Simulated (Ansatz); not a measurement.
Z-matrix (Å, degrees):
```
N
Ga 1 1.809
H 1 1.005 2 123.5
H 1 1.005 2 124.2 3 -179.7
Se 2 2.330 1 115.0 3 -179.9
H 2 1.554 1 121.8 3 0.0
H 5 1.468 2 92.2 1 -179.2
```

Total charge 0; spin multiplicity 1.

(1) List the B3LYP/def2-TZVPP orbital energies in eV (Ansatz 0.2.0). (Estimate.)

Results:

(1) The calculation gave: Occupied: -12350.78, -10137.81, -1580.13, -1418.29, -1418.26, -1418.22, -1249.57, -1106.81, -1106.73, -1106.70, -389.12, -212.43, -156.49, -156.39, -156.26, -149.65, -103.07, -102.89, -102.81, -57.27, -57.24, -57.13, -57.05, -57.03, -23.57, -22.87, -22.79, -22.73, -22.73, -21.91, -18.79, -13.28, -12.66, -10.41, -9.59, -7.98, -7.52, -6.68. Lowest empty: -0.78, -0.18, -0.01, 0.63, 2.48, 2.67, 3.02, 3.96.

B3LYP here is the variant with VWN-RPA as its local correlation; programs differ in this.
